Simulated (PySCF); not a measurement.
Computed vibrations of Au2O(H2O)2

Au2O(H2O)2 (singlet). PySCF 2.14.0, RKS B3LYP, Au def2-SVP with ECP60, O def2-SVP, H def2-SVP; non-relativistic Hamiltonian with scalar-relativistic core potentials where named; density fitting; no spin-orbit coupling. Central differences of gradients.

```xyz
9

Au    0.0000    0.0000    1.9210
Au    0.0000    0.0000   -1.9210
O     0.0000    0.0000    0.0000
O     0.0000    0.0000    4.0666
H     0.7906    0.0000    4.6191
H    -0.7906    0.0000    4.6191
O     0.0000    0.0000   -4.0666
H     0.7906    0.0000   -4.6191
H    -0.7906    0.0000   -4.6191
```

Run from Python with OMP_NUM_THREADS=2. Where DIIS fails, smearing, a level shift and second-order steps follow.
It took 95 s on 2 threads of Arm Neoverse V2 (shared host).

Problem. What are the harmonic wavenumbers and infrared intensities?

Solution. Modes are labelled in D2h; negative numbers are unstable modes, those under 60 cm⁻¹ near the noise; a finer grid moves soft modes by up to 10 cm⁻¹.
| cm⁻¹ | km/mol | symmetry |
| --- | --- | --- |
| -450 | – | b2g |
| -448 | – | b3u |
| -223 | – | b3u |
| -214 | – | b2u |
| -36 | – | au |
| 91 | 35.5 | b2u |
| 110 | 33.5 | b3u |
| 111 | 0.0 | b3g |
| 129 | 0.0 | b2g |
| 168 | 0.0 | ag |
| 359 | 23.9 | b1u |
| 366 | 0.0 | ag |
| 549 | 46.1 | b2u |
| 561 | 0.0 | b3g |
| 876 | 444.2 | b1u |
| 1571 | 106.0 | b1u |
| 1571 | 0.0 | ag |
| 3827 | 201.2 | b1u |
| 3827 | 0.0 | ag |
| 3932 | 0.0 | b3g |
| 3932 | 375.1 | b2u |

Problem. Is this a minimum?

Solution. No: 5 unstable; the lowest moves the atoms so:
```
Au   0.00  0.00  0.00
Au   0.00  0.00  0.00
O    0.00  0.00  0.00
O    0.00  0.08  0.00
H    0.00 -0.50  0.00
H    0.00 -0.50  0.00
O    0.00 -0.08  0.00
H    0.00  0.50  0.00
H    0.00  0.50  0.00
```
